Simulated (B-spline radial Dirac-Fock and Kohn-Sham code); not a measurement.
X-ray form factors of iridium in several charge states

Method: relativistic Hartree-Fock (Dirac-Fock) wave functions, averaged over the configuration. Computed with a radial B-spline solver.

Configurations: Ir³³⁺ [Kr] 4d8; Ir³⁵⁺ [Kr] 4d6; Ir³⁷⁺ [Kr] 4d4; Ir³⁹⁺ [Kr] 4d2. The first column is f₀ of Ir³³⁺, the others are differences from it.

```
s (Å⁻¹)   Ir³³⁺  Δ Ir³⁵⁺  Δ Ir³⁷⁺  Δ Ir³⁹⁺
      0  44.000   -2.000   -4.000   -6.000
    0.1  43.723   -1.966   -3.934   -5.904
    0.2  42.909   -1.868   -3.742   -5.623
    0.3  41.606   -1.712   -3.440   -5.181
    0.4  39.893   -1.514   -3.051   -4.612
    0.5  37.863   -1.287   -2.606   -3.957
    0.7  33.277   -0.813   -1.670   -2.572
    0.9  28.643   -0.402   -0.850   -1.342
    1.1  24.540   -0.118   -0.272   -0.462
    1.4  19.887   +0.063   +0.113   +0.148
```
